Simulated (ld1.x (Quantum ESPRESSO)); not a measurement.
Ag: one change to a TM potential, before and after

* Element: silver
* Generator: ld1.x (Quantum ESPRESSO) 7.5
* Type: norm-conserving Troullier–Martins (Kleinman–Bylander form)
* Functional: PBE
* Relativity: non-relativistic
* Frozen core: [Kr]
* Valence charge: 11
* Reference configuration: 4d10 5s1 5p0
* Partial waves: 5p (bound, empty): rc 3.40 bohr; 4d (bound): rc 1.25 bohr; 5s (bound): rc 1.90 bohr
* Local potential: the s channel
* Core correction: a·sin(br)/r model core, default radius (core density twice the valence density)

All-electron outer shells of the reference configuration (PBE, non-relativistic, ld1.x):

```tsv
shell	level (eV)	outermost node (bohr)	outermost maximum (bohr)
4p	-56.69	0.45	0.89
4d	-7.91	0.43	1.03
5s	-3.99	1.15	2.62
5p	-0.77	1.27	3.95
```

Change: scalar-relativistic.

Cutoffs: the cutoffs (Ry, on a coarse ladder) from which the occupation-weighted sum of valence levels, in a spherical-Bessel basis at the reference potential, stays within 10 and 1 mRy of its value at 400 Ry; they do not see the model core or the augmentation charge, which bear on the density cutoff. Errors are all-electron minus pseudo energies relative to the spin-unpolarised reference configuration.

How do hardness, ghosts and transferability respond?

The potential gets neither clearly harder nor softer (80 Ry and 100 Ry → 80 Ry and 100 Ry); the d channel sets the loose cutoff, while the largest relative change is in s, which becomes softer; the number of tests with a reliable result goes from 7 to 6; of the 6 tests that both files solve, the error grows in 2 and shrinks in 1 by more than 15 % and 0.3 meV (median size 152.4 → 133.3 meV); neither file shows a bound ghost.

```csv
quantity,base,changed
"cutoff, loose",80 Ry,80 Ry
"cutoff, tight",100 Ry,100 Ry
loose cutoff by channel (10 mRy a level),"d 60 Ry, s 15 Ry","d 60 Ry, s 12 Ry"
bound ghosts,none,none
tests with a reliable result,7 of 7,6 of 7
"error for 4d10 5s0 5p0, meV [ΔE 7.18 → 7.76 eV]",-7.2,-11
"error for 4d9 5s0 5p0, meV [ΔE 29.61 → 29.87 eV]",-161,-136
"error for 4d8 5s0 5p0, meV [ΔE 66.27 → 66.06 eV]",-847,-721
"error for 4d7 5s0 5p0, meV [ΔE 118.58 → 117.78 eV]",-2268,-1962
"error for 4d10 5s0 5p1, meV [ΔE 3.39 → 3.87 eV]",-0.6,-1.9
"error for 4d9 5s2 5p0, meV [ΔE 5.11 → 4.08 eV]",-144,-131
s: phases at 3.69 bohr within 0.05 rad from the reference energy up to (Ry; the scan ends near 5),1.1,1.2
p: phases at 3.69 bohr within 0.05 rad from the reference energy up to (Ry; the scan ends near 5),2.1,1.9
d: phases at 3.69 bohr within 0.05 rad from the reference energy up to (Ry; the scan ends near 5),0.5,0.5
```
